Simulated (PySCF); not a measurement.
# IrO₃: from structure and modes to constants

Method: UPBE0 in PySCF with Ir def2-SVP with ECP60, O def2-SVP; scalar-relativistic core potentials, no spin–orbit coupling; density-fitted integrals.

The doublet minimum has C2v symmetry. Masses (u): Ir 192.96292, O 15.99492.

```xyz
4
charge 0 multiplicity 2, angstrom
Ir   -0.0183    0.0000    0.0000
O     0.9632    1.4108    0.0000
O     0.9632   -1.4108    0.0000
O    -1.7057    0.0000    0.0000
```

Harmonic wavenumbers (cm⁻¹): 146.3 (b2, ×1), 222.0 (b1, ×1), 314.5 (a1, ×1), 800.6 (b2, ×1), 943.8 (a1, ×1), 975.5 (a1, ×1).

**Question.** What is the harmonic zero-point energy?

**Answer.** Half the sum of all 6 wavenumbers, 3403/2 = 1701 cm⁻¹, which is 20.4 kJ/mol (1 cm⁻¹ = 0.0119627 kJ/mol).

**Question.** Give the standard entropy (298.15 K, 1 bar) by its translational, rotational, vibrational and spin parts, and Cp.

**Answer.** Sackur–Tetrode with M = 240.95 u gives 177.3; rotation with symmetry number 2 gives 98.6; vibration 26.9; spin R ln 2 = 5.8. The total is 308.5 J/(mol K), and Cp = 4 R + 28.7 = 61.9 J/(mol K).

This need not be the most stable arrangement of these atoms. Open d and f shells are described by one determinant, and the ground state may have another occupation or spin. Spin–orbit coupling, left out here, can matter for elements this heavy.
